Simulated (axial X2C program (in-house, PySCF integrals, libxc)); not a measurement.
# What spin–orbit coupling does to TaO⁺

Computed with an in-house relativistic program for diatomic molecules. Spin-free means the one-electron spin-free X2C Hamiltonian; two-component (2c) means X2C with spin–orbit coupling and atomic mean-field two-electron Coulomb and Gaunt terms, so the difference of the two also holds small scalar two-electron terms. Basis: Ta dyall-cv3z [13s14p9d7f4g], O dyall-av3z [7s6p3d2f] (cores contracted in-house); Gaussian nuclei, density fitting, unrestricted open shells. Masses: Ta 180.948 u, O 15.995 u.

Spin-free state: M_S = 1, Λ = 2 (beyond evenly filled blocks: σα, δ+α); fragments Ta+ + O.

| level | Re (Å) | ωe (cm⁻¹) | De (eV) | μ (D) |
| --- | --- | --- | --- | --- |
| PBE0 | 1.653 | 1114.7 | 7.370 | -3.91 |
| TPSSh | 1.664 | 1086.0 | 7.578 | -3.83 |

Dipoles are positive if O is the positive end and refer to the centre of mass.

Two-component determinant lowest at the distance of the search:

Ω = 1 (⟨Sz⟩ = -1.00, ⟨Lz⟩ = 2.00 at PBE0); fragments Ta+ + O.

```tsv
level	Re (Å)	ωe (cm⁻¹)	μ (D)
PBE0	1.653	1112.2	-3.92
TPSSh	1.664	1083.5	-3.83
```

(1) From the two tables, how do the constants change at the PBE0 level (2c against spin-free)?

The state is one determinant whose occupation by symmetry is held fixed; it was picked as the lowest of a PBE0 search that is not exhaustive. De is counted from the lowest determinant-based energies of the atoms at the same level, without counterpoise correction. De is not given where an atomic determinant may have missed its ground term or J level, or where the truncated virtual space spoils (T). Density functionals use the spin component along the axis (collinear). PBE0 can misorder states that lie within some tenths of an eV, so this need not be the ground state of the molecule. The nearest other spin-free determinant of the search, M_S = 0, Λ = 0, lies 0.82 eV up at the distance of the search. The functionals have no current-density term, which raises determinants with orbital currents, atoms included. With several unpaired electrons one determinant need not be a pure state. The determinant is spin-polarised beyond a pure state at some levels (its spin-free form has ⟨S²⟩ too high), which makes Re and μ there less reliable.

Results:

(1) At the PBE0 level Re is unchanged within 0.001 Å and ωe drops by 2.5 cm⁻¹.
